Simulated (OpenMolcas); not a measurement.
An OpenMolcas run meant for Pb (ANO-RCC-VDZ, DKH2; inactive shells 1s 2s 2p 3s 3p 3d 4s 4p 4d 4f 5s 5p 5d 6s; intended active space 2 electrons in 3 orbitals (6p)). One step of its input:

```
&CASPT2
Multistate=3 1 2 3
Frozen=15 19
IPEA=0.25
Imaginary=3.0
MaxIter=60
WThr=0.0 0.3 0.05
PrWF=0.5
NoMix
```

The run finished. Its levels beside those of a sound run (SS-CASPT2, IPEA 0.25 Eh, imaginary shift 0.1 Eh (closed shells correlated: 5d 6s)), in cm-1 above each run's lowest level:

```json
{"Level": "6s2 6p2 3P0", "This run": "0.0", "Usual run": "0.0"}
{"Level": "6s2 6p2 3P1", "This run": "6211", "Usual run": "6421"}
{"Level": "6s2 6p2 3P2 [70 %]", "This run": "9806", "Usual run": "9983"}
{"Level": "6s2 6p2 1D2 [70 %]", "This run": "19644", "Usual run": "19775"}
{"Level": "6s2 6p2 1S0", "This run": "30127", "Usual run": "28540"}
```

Task: Which setting is unsound, and how much does it matter here?

Result: The level shift is far above the usual 0.1 to 0.3 hartree and damps the second-order energy. Against the sound run the excited levels shown move by 530 cm-1 on average and by 1600 cm-1 at most.

Term energies are means over components that CASPT2 splits; among the terms shown or strongly mixed into the levels shown the widest spread is 67 cm-1 (6s2 6p2 1D, the sound run). Spin-orbit splittings of 6p shells tend to come out small when the coupling is added on scalar orbitals. With the s shell closed, the reference lacks s² → p² mixing. Some terms miss by over 15 % even with CASPT2, which points to a basis or an active space too small for the shells correlated. Levels of configurations outside the active space are missing.

A share in square brackets marks a mixed level and gives the weight of the term that names it, the lowest over the columns.
